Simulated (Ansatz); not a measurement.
The cluster Be2Cl4⁻, relaxed as a doublet with UKS B3LYP-D4/def2-SVPD in Ansatz, starting from the GFN1-xTB geometry. Force threshold 0.02 eV/Å.

The relaxation made no stability test and no search for a lower SCF solution. The structure comes from a short search, and lower isomers may exist.

Start:

Cartesian coordinates in Å:
```
Be -1.218 -0.720 -0.397
Be 1.710 1.492 0.075
Cl -2.222 0.517 -1.509
Cl 0.488 -0.136 0.362
Cl 3.075 1.365 1.511
Cl -1.835 -2.520 -0.042
```

Problem. Estimate the energy that the relaxation releases and the steps that it takes.

Solution. 0.56 eV, in 35 steps; 90 s on 4 threads of Arm Neoverse V1 on a shared host. The force fell under the threshold at step 16, but the optimiser went on and released 0.384 eV more. No frequencies were taken in this run, so the end may be a saddle point.

Problem. Does the start keep its bonding?

Solution. Bonds lost: Be1–Cl4 (atoms count from 1).

Problem. Predict the relaxed structure.

Solution. 
Cartesian coordinates in Å:
```
Be -0.753 -0.432 -0.758
Be 0.752 0.430 0.763
Cl -1.912 0.892 -1.537
Cl 0.104 0.472 2.573
Cl 2.419 0.971 -0.029
Cl -0.610 -2.333 -1.012
```
Bond lengths (bridged metal pairs left out): 4 × Be–Cl 1.92 Å.
